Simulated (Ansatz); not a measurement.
A further run on `C[Si](C)(C)C#Cc1ccc(-c2ccc(-c3ccc(C#C[Si](C)(C)C)s3)s2)s1`.

```yaml
crystal:
  periodic: [false, false, false]
  atoms:
    - {symbol: C, position_ang: [-9.884878, 1.012919, -1.791629]}
    - {symbol: Si, position_ang: [-9.525574, 0.675714, 0.033346]}
    - {symbol: C, position_ang: [-9.913364, 2.205944, 1.073834]}
    - {symbol: C, position_ang: [-10.522040, -0.809954, 0.644704]}
    - {symbol: C, position_ang: [-7.731474, 0.271604, 0.216773]}
    - {symbol: C, position_ang: [-6.534328, -0.016449, 0.352331]}
    - {symbol: C, position_ang: [-5.178101, -0.350221, 0.512053]}
    - {symbol: C, position_ang: [-4.614292, -1.421138, 1.214391]}
    - {symbol: C, position_ang: [-3.203728, -1.445734, 1.160828]}
    - {symbol: C, position_ang: [-2.652423, -0.397178, 0.416797]}
    - {symbol: C, position_ang: [-1.264542, -0.112583, 0.151985]}
    - {symbol: C, position_ang: [-0.697515, 0.924528, -0.592807]}
    - {symbol: C, position_ang: [0.714563, 0.883327, -0.634322]}
    - {symbol: C, position_ang: [1.262949, -0.186338, 0.077654]}
    - {symbol: C, position_ang: [2.645008, -0.551910, 0.260942]}
    - {symbol: C, position_ang: [3.177568, -1.622175, 0.987509]}
    - {symbol: C, position_ang: [4.587615, -1.683317, 0.953453]}
    - {symbol: C, position_ang: [5.169844, -0.659034, 0.198638]}
    - {symbol: C, position_ang: [6.531078, -0.411926, -0.050881]}
    - {symbol: C, position_ang: [7.732125, -0.199640, -0.267511]}
    - {symbol: Si, position_ang: [9.532119, 0.087150, -0.573383]}
    - {symbol: C, position_ang: [9.705350, 1.444549, -1.876961]}
    - {symbol: C, position_ang: [10.295998, -1.529083, -1.189122]}
    - {symbol: C, position_ang: [10.342463, 0.618808, 1.050122]}
    - {symbol: S, position_ang: [3.925485, 0.387604, -0.472947]}
    - {symbol: S, position_ang: [-0.009617, -1.147478, 0.805236]}
    - {symbol: S, position_ang: [-3.915728, 0.630822, -0.222040]}
    - {symbol: H, position_ang: [-10.957263, 1.259328, -1.937624]}
    - {symbol: H, position_ang: [-9.282517, 1.865729, -2.164958]}
    - {symbol: H, position_ang: [-9.646318, 0.127249, -2.414460]}
    - {symbol: H, position_ang: [-9.312787, 3.076363, 0.740456]}
    - {symbol: H, position_ang: [-10.986874, 2.474498, 0.986737]}
    - {symbol: H, position_ang: [-9.688453, 2.025942, 2.144507]}
    - {symbol: H, position_ang: [-11.610577, -0.612524, 0.555515]}
    - {symbol: H, position_ang: [-10.286623, -1.717336, 0.052580]}
    - {symbol: H, position_ang: [-10.297996, -1.027740, 1.708599]}
    - {symbol: H, position_ang: [-5.232033, -2.155861, 1.746587]}
    - {symbol: H, position_ang: [-2.584827, -2.210161, 1.651232]}
    - {symbol: H, position_ang: [-1.303723, 1.692239, -1.093562]}
    - {symbol: H, position_ang: [1.334053, 1.615663, -1.170553]}
    - {symbol: H, position_ang: [2.545690, -2.339690, 1.529520]}
    - {symbol: H, position_ang: [5.192030, -2.446904, 1.459671]}
    - {symbol: H, position_ang: [10.776385, 1.645246, -2.087884]}
    - {symbol: H, position_ang: [9.239836, 2.389915, -1.532049]}
    - {symbol: H, position_ang: [9.216769, 1.148876, -2.827313]}
    - {symbol: H, position_ang: [10.172124, -2.337285, -0.440097]}
    - {symbol: H, position_ang: [11.381867, -1.399767, -1.379377]}
    - {symbol: H, position_ang: [9.817178, -1.861203, -2.132362]}
    - {symbol: H, position_ang: [11.428691, 0.794993, 0.904599]}
    - {symbol: H, position_ang: [10.221748, -0.161769, 1.828357]}
    - {symbol: H, position_ang: [9.889051, 1.555399, 1.432905]}
basis:
  gaussian: {orbitals: def2-SVP, fitting: {mean_field: def2-universal-jkfit}, nuclear_model: gaussian}
hamiltonian: {xc: {name: RPBE}, dispersion: d4}
scf: {omitted_lower_state_checks: [starts]}
```

```sh
$ ansatz run in.yaml --threads 2 --pin off --events-out ev --progress --plain --max-ram 32768MiB --backend cuda --devices 0, --max-vram 18GiB
```

It prints (some lines left out):

```
Functional definition: RPBE
2722 factors; integrals over basis functions are off by at most 2.5e-1 eV
mean field evaluation 1: about -71359.0228 eV, gradient 1.6e2 eV
mean field evaluation 2: about -71175.1978 eV, gradient 2.8e2 eV
mean field evaluation 4: about -71422.1860 eV, gradient 5.9e1 eV
mean field evaluation 8: about -71432.3240 eV, gradient 2.6e0 eV
mean field evaluation 16: about -71432.3243 eV, gradient 6.3e-3 eV
mean field -71432.32425715 eV, -2625.0894978820 hartree, gradient 7.0e-5 eV, S^2 0.000000; 0 other end points of the search recorded, 0 dependent functions left out
reference -71432.32435635 eV, -2625.0895015275 hartree; 116, 116 occupied and 402, 402 virtual orbitals, 2722 factors
Total energy: -71438.54543499 eV, -2625.3181219505 hartree
Checks for a lower state left out: starts
```

It took 13 s on 2 threads of AMD EPYC 7R13 on a shared host and a share (18 GiB) of an NVIDIA H100 80GB HBM3, peak host memory 0.99 GiB.
